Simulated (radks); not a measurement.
Q: The antimony ion Sb4+, [Kr] 4d10 5s1. Calculated with a radial shooting solver on a logarithmic mesh with Libxc functionals: non-relativistic Kohn-Sham, exchange-only PBE, spin-polarised, spherical densities, point nucleus. Every spin shell is full or empty, so the densities are truly spherical. Functionals are evaluated on that one density, not self-consistently. Rank these orbital-free kinetic functionals by their error against the exact value of the orbitals, and give that value: Thomas-Fermi, TF + vW, Perdew 92, Thakkar, Pearson, LKT, PG1, DePristo-Kress, Ernzerhof.

A: Exact: 6309.46 hartree. From best to worst, with 100 (|E| - |E exact|)/|E exact| (equal figures are ties): DePristo-Kress -0.09, Ernzerhof -0.39, Thakkar -0.57, Perdew 92 -0.66, Pearson -0.91, Thomas-Fermi -5.26, PG1 +14.98, LKT +19.07, TF + vW +36.06.
